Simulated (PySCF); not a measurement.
# Radial density of Ge (germanium, neutral)

UHF, [Ar] 3d10 4s2 4p2, high-spin 3P determinant. Calculation: PySCF 2.14, in x2c-TZVPPall with one added diffuse shell each of s, p, d type (7s6p5d1f, 57 functions); scalar relativity by spin-free X2C-1e.

| r (bohr) | 4πr²ρ (e/bohr) | 4πr²(ρα − ρβ) |
| --- | --- | --- |
| 0.000739 | 0.2483 | 0.0000 |
| 0.00124 | 0.6164 | 0.0000 |
| 0.00209 | 1.521 | 0.0000 |
| 0.00352 | 3.644 | -0.0001 |
| 0.00591 | 8.223 | -0.0002 |
| 0.00995 | 16.84 | -0.0003 |
| 0.0167 | 29.32 | -0.0001 |
| 0.0281 | 38.90 | 0.0024 |
| 0.0473 | 35.81 | 0.0124 |
| 0.0796 | 32.42 | 0.0328 |
| 0.134 | 45.05 | 0.0304 |
| 0.225 | 33.10 | -0.0176 |
| 0.379 | 24.19 | 0.0409 |
| 0.637 | 25.96 | 0.0152 |
| 1.07 | 7.614 | 0.0887 |
| 1.80 | 2.334 | 0.6896 |
| 3.03 | 1.023 | 0.6128 |
| 5.10 | 0.1445 | 0.1230 |
| 8.58 | 0.001065 | 0.0010 |

Densities and radii are taken from the X2C orbitals without a picture-change correction, which distorts them close to the nucleus.

Problem. Where is the radial spin density 4πr²(ρα − ρβ) most negative, and why is it negative at all?

Solution. Around r = 0.225 bohr, down to -0.0176 e/bohr: exchange with the open shell polarises the paired shells in an unrestricted calculation.
